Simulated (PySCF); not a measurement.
YF₃, SMILES [F][Y]([F])[F].

Coordinates come from a B3LYP-D3(BJ)/def2-TZVP optimisation. The isomer is the one that the SMILES or the coordinates give; other isomers of the formula were not compared. The def2 effective core potentials stand for the cores of Y; spin–orbit coupling is left out.

Two levels are set side by side: TDA-PBE/def2-SVPD (PySCF) and TDA-B3LYP/def2-SVPD (PySCF). Vertical, same geometry. The lowest singlet is HOMO→LUMO 100 % with PBE and HOMO→LUMO 100 % with the other functional; states are paired by order. Differences are taken from unrounded values.

```tsv
quantity	TDA-B3LYP
lowest singlet excitation (eV)	6.38
lowest triplet excitation (TDA) (eV)	6.33
```

What does TDA-PBE give, and how far is it from TDA-B3LYP? (The exact figures need the calculation; the answer reports its results.)


| quantity | TDA-PBE | TDA-PBE minus TDA-B3LYP |
|---|---|---|
| lowest singlet excitation (eV) | 5.50 | -0.87 |
| lowest triplet excitation (TDA) (eV) | 5.46 | -0.87 |

Functionals without exact exchange tend to place singlet excitations lower, as here. Differences between two approximate levels are no errors against the true value.

Rough cost on one machine, each run with all the roots and properties that it gave: TDA-B3LYP against TDA-PBE within a factor of 2.
